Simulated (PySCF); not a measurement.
F2Hf, SMILES [F][Hf][F], multiplicity 1. Geometry optimised at PBE-D3(BJ)/def2-TZVP. The spin state was assumed, not searched. The def2 effective core potentials stand for the cores of Hf; spin–orbit coupling is left out.

Level of theory: PySCF with PBE-D3(BJ)/def2-TZVP.

Harmonic wavenumbers (cm⁻¹): 107, 646, 663. Rotational constants (GHz): 19.21, 4.913, 3.912; symmetry number 2.

Q: Work out the zero-point energy and the ideal-gas rigid-rotor harmonic-oscillator thermochemistry at 298.15 K and 1 atm.

A: ZPE = ½ Σ hcν = ½ × 1415 cm⁻¹ = 8.46 kJ/mol. H − E(el) = 20.97 kJ/mol. Entropy in J/(mol K): translation 175.81, rotation 95.82, vibration 16.99, total 288.63. G − E(el) = -65.08 kJ/mol. Cp = 49.08 J/(mol K). Modes under 150 cm⁻¹ make the vibrational entropy uncertain.
